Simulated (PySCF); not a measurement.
SMILES C([SiH2]C(=O)C)OC (GFN2-xTB optimised geometry):

```
17

C      1.839    -1.229     2.296
O      1.863    -0.588     1.050
C      1.282    -1.349     0.000
Si    -0.643    -1.349     0.000
C     -1.204     0.495     0.000
C     -0.759     1.343     1.159
O     -1.863     0.938    -0.914
H      0.815    -1.400     2.648
H      2.356    -0.571     2.992
H      2.360    -2.194     2.254
H      1.651    -0.885    -0.918
H      1.676    -2.373     0.025
H     -1.111    -2.029    -1.203
H     -1.173    -1.998     1.207
H      0.327     1.296     1.224
H     -1.086     2.373     1.042
H     -1.165     0.929     2.081
```

Method: PBE/def2-SVP (PySCF).

What are the frontier orbital energies and the dipole moment?

HOMO-2 -7.57 eV, HOMO-1 -5.77 eV, HOMO -4.97 eV, LUMO -1.88 eV, LUMO+1 0.26 eV; dipole moment 3.08 D.

Meta-Löwdin charges at PBE/def2-SVP: C1 -0.10, O2 -0.36, C3 -0.19, Si4 0.48, C5 0.17, C6 -0.36, O7 -0.35, H8 0.09, H9 0.12, H10 0.09, H11 0.12, H12 0.09, H13 -0.07, H14 -0.09, H15 0.13, H16 0.11, H17 0.12.
